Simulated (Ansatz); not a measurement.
Cost and result for the atomization energy of `C[SiH]1[O][Al]1[OH]` (10 atoms, 10 bonds).

```xyz
10

C    -1.4224    0.5554    1.2225
Si    0.3078    0.4866    0.5387
O     0.9565   -1.0470    0.3136
Al    1.0492   -0.5527   -1.3482
O     1.6182   -1.4385   -2.6634
H    -2.1149   -0.0632    0.6506
H    -1.7887    1.5857    1.2216
H    -1.4143    0.2046    2.2599
H     1.1547    1.3929    1.3692
H     1.6538   -1.1240   -3.5645
```

Charge 0, multiplicity 1. All single points use the PBE0-D4/def2-TZVP geometry. It is one conformer, not always the lowest. Program: Ansatz. All runs use 4 threads of an Arm Neoverse V1 on a shared host. Times are those of one run each, without the atoms' runs, and a repeat can differ threefold. Electronic energies, without spin–orbit coupling; frozen cores. CCSD(T)/CBS adds CCSD(T) − MP2 in def2-TZVPP to the MP2 limit, and its time is that of the two runs behind it. T1 = 0.014. B3LYP takes the VWN-RPA correlation (the form of Gaussian; ORCA's B3LYP/G).

CCSD(T)/CBS is a level of theory with its own doubt, some kJ/mol a heavy atom from the limit and from the frozen cores, so smaller differences don't rank the functionals.

```json
{"level": "PBE-D4/def2-TZVPP (with forces)", "functions": "247", "wall time": "2.5 s"}
{"level": "PBE0-D4/def2-TZVPP", "functions": "247", "wall time": "2.7 s"}
{"level": "r2SCAN-D4/def2-TZVPP (with forces)", "functions": "247", "wall time": "4.3 s"}
{"level": "B3LYP-D4/def2-TZVPP (with forces)", "functions": "247", "wall time": "4.4 s"}
{"level": "B2PLYP/def2-TZVPP", "functions": "247", "wall time": "5.5 s"}
{"level": "ωB97X-V/def2-TZVPP", "functions": "247", "wall time": "8 s"}
{"level": "ωB97M-V/def2-TZVPP (with forces)", "functions": "247", "wall time": "11 s"}
{"level": "MP2/def2-QZVPP", "functions": "461", "wall time": "19 s"}
{"level": "CCSD(T)/def2-TZVPP", "functions": "247", "wall time": "120 s"}
{"level": "CCSD(T)/CBS(def2)", "functions": "–", "wall time": "2.2 min"}
```

(1) What atomization energy does each give, and how far from CCSD(T)/CBS? (An estimate is asked.)

Results:

(1) The calculation gave: 
```csv
level,atomization (kJ/mol),difference from CCSD(T)/CBS,per bond
PBE-D4/def2-TZVPP (with forces),3778.3,31.8,3.2
PBE0-D4/def2-TZVPP,3699.3,-47.2,-4.7
r2SCAN-D4/def2-TZVPP (with forces),3752.9,6.4,0.6
B3LYP-D4/def2-TZVPP (with forces),3707.6,-38.9,-3.9
B2PLYP/def2-TZVPP,3686.6,-59.9,-6.0
ωB97X-V/def2-TZVPP,3739.5,-7.0,-0.7
ωB97M-V/def2-TZVPP (with forces),3738.7,-7.8,-0.8
MP2/def2-QZVPP,3793.6,47.1,4.7
CCSD(T)/def2-TZVPP,3634.1,-112.4,-11.2
CCSD(T)/CBS(def2),3746.5,0.0,0.0
```

The D4 term adds +31.6 kJ/mol with B3LYP and +16.5 kJ/mol with PBE0; it sums over pairs of atoms, weighted by their polarisabilities, and B3LYP, whose exchange is more repulsive, gets the larger term. In def2-TZVPP, CCSD(T) changes the Hartree–Fock value by +967.1 kJ/mol (the triples alone add +62.0 kJ/mol) and MP2 by +1058.8 kJ/mol; breaking electron pairs costs correlation energy, which Hartree–Fock lacks. From PBE to PBE0 (25 % exact exchange), in def2-TZVPP and without D4, the atomization energy moves by −76.0 kJ/mol: exact exchange takes away binding that semilocal exchange gives to molecules.
